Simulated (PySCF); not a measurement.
Job for PySCF: R-BP86/LANL2DZ on BrCdH (SMILES [Br][CdH]), a point of a bond scan (R = 1.659 Å).

```python
from pyscf import gto, scf, dft, mp
from pyscf.data.elements import chemcore

mol = gto.M(
    atom='''
    Cd   -0.00000000   -0.00000000   -0.99780141
    H     0.00000000    0.00000000   -2.65643195
    Br    0.00000000    0.00000000    1.44431142
    ''',
    basis='lanl2dz',
    ecp={'Br': 'lanl2dz', 'Cd': 'lanl2dz'},
    charge=0, spin=0, verbose=3, max_memory=1800)
mf = dft.RKS(mol, xc='b88,p86')
mf.conv_tol = 1e-8
mf.max_cycle = 100
mf.kernel()
if not mf.converged:
    mf = mf.newton().run(mf.mo_coeff, mf.mo_occ)
```

Predict the final total energy.

-62.1615 hartree.
